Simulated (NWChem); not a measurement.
System: C2H6ClSi, doublet; SMILES [Si](C)(Cl)C

In the optimisation the excess spin sits in a' (Cs, its own frame).

### Question
Give the equilibrium geometry at PBE0/def2-SVP, spin-unrestricted (NWChem) as a Z-matrix, with the point group.

### Answer
point group Cs; any orientation.
```
Si
C 1 1.8792
H 2 1.0999 1 111.20
H 2 1.1015 3 108.41 1 -121.42
H 2 1.1032 3 108.25 4 -117.50
C 1 1.8792 2 112.00 3 179.01
H 6 1.0999 1 111.20 2 -179.01
H 6 1.1015 7 108.41 1 121.42
H 6 1.1032 7 108.25 8 117.50
Cl 1 2.0920 2 108.14 3 59.95
```
